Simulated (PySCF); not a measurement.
## Vibration and rotation of GeH⁺

RHF-CCSD(T) constants of GeH⁺, ¹Σ⁺ (singlet), closed shell (PySCF, no relativity, basis sets Ge def2-TZVPPD, H def2-TZVPPD; masses 73.9212 and 1.0078 u):

- ωe: 2025.3 cm⁻¹
- ωexe: 30.1 cm⁻¹
- Be: 6.8274 cm⁻¹
- αe: 0.171 cm⁻¹
- D (centrifugal): 0.000310 cm⁻¹
- De to Ge⁺ + H: 3.14 eV

(1) Give the band origin of the fundamental and the first lines of its P and R branches.

(2) Near which J would the R branch turn back, without centrifugal distortion?

Correlated steps freeze 9 core orbitals. For an ion De counts to the pair picked by the measured ionisation energies or electron affinities, which need not be the lowest pair at this level. Where the molecule has an RHF reference, its open-shell atoms are computed with UHF.

Results:

(1) ν0 = ωe − 2ωexe = 1965.1 cm⁻¹, B0 = 6.7419, B1 = 6.5709 cm⁻¹.

| J″ | P(J″) − ν0 | R(J″) − ν0 |
| --- | --- | --- |
| 0 |  | 13.141 |
| 1 | -13.483 | 25.932 |
| 2 | -27.300 | 38.366 |
| 3 | -41.444 | 50.436 |
| 4 | -55.908 | 62.134 |
| 5 | -70.684 | 73.453 |
| 6 | -85.765 | 84.385 |

(2) At J ≈ (B0 + B1)/(2(B0 − B1)) − 1 ≈ 38.
